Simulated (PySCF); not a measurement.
Cu2, multiplicity 1.

```xyz
2

Cu     0.0000     0.0000    -1.1142
Cu     0.0000     0.0000     1.1142
```
Charge 0, spin multiplicity 1.

Geometry optimised at r2SCAN-D4/def2-TZVP. The spin state was assumed, not searched.

Computed with PBE/pcSseg-2 (PySCF). Non-relativistic, no solvent.

Computed absolute GIAO shielding of each atom: isotropic value and principal components (ppm):
| atom | σ(iso) | σ11 | σ22 | σ33 | span |
|---|---|---|---|---|---|
| Cu1 | 2162.4 | 2038.1 | 2038.1 | 2411.2 | 373.1 |
| Cu2 | 2162.4 | 2038.1 | 2038.1 | 2411.2 | 373.1 |
